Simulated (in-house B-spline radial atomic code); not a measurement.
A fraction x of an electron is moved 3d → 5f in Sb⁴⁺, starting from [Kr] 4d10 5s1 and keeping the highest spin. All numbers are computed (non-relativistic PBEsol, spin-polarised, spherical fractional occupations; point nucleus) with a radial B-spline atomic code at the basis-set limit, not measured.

| x | E(x) - E(0) (eV) | 3d down level (eV) | 5f up level (eV) |
| --- | --- | --- | --- |
| 0 | 0.0000 | -565.887 | - |
| 0.125 | 69.4911 | -570.932 | -12.843 |
| 0.25 | ? | ? | ? |
| 0.375 | ? | ? | ? |
| 0.5 | 281.3092 | -586.034 | -14.357 |
| 0.625 | 353.0555 | -591.057 | -14.793 |
| 0.75 | 425.3759 | -596.078 | -15.213 |
| 0.875 | 498.2720 | -601.098 | -15.622 |
| 1 | 571.7454 | -606.119 | -16.020 |

**Question.** What belongs in the row x = 0.25?

**Answer.** An energy change of 139.5311 eV; 3d down at -575.975 eV, 5f up at -13.408 eV.

**Question.** What belongs in the row x = 0.375?

**Answer.** An energy change of 210.1354 eV; 3d down at -581.008 eV, 5f up at -13.900 eV.

**Question.** Check Janak's theorem between x = 0.5 and 0.625.

**Answer.** The slope of the energy is 573.97 eV; the orbital levels give 573.97 eV (ε of the receiving orbital less ε of the emptying one, averaged over the two points).
